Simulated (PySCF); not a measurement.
These are PBE-D3(BJ)/def2-TZVP // PBE0-D3(BJ)/def2-SVP (PySCF 2.14.0) values and carry that method's errors. Isolated molecules, 0 K electronic values unless said otherwise. One relaxed conformer stands for a flexible species; it need not be the lowest. Excitations are Tamm–Dancoff values on a coarser integration grid. The basis has no diffuse functions, so Rydberg states are missing or too high.

Reference species (SMILES): `COc1sc2ccsc2c1[SiH3]` (C–O–C–S torsion 1°) (neutral, multiplicity 1).

* **HOMO–LUMO gap**: 3.49 eV
* **S1 oscillator strength**: 0.000
* **T1 excitation (TDA)**: 3.08 eV

Changed species: `O(C)c1cc2c(c(cs2)[SiH3])s1` (C–O–C–S torsion 0°).

What does the change do to the HOMO–LUMO gap, S1 oscillator strength and T1 excitation (TDA)?

the HOMO–LUMO gap drops by 0.06 eV, to 3.43 eV; the S1 oscillator strength hardly moves; the T1 excitation (TDA) falls by 0.04 eV, to 3.04 eV.
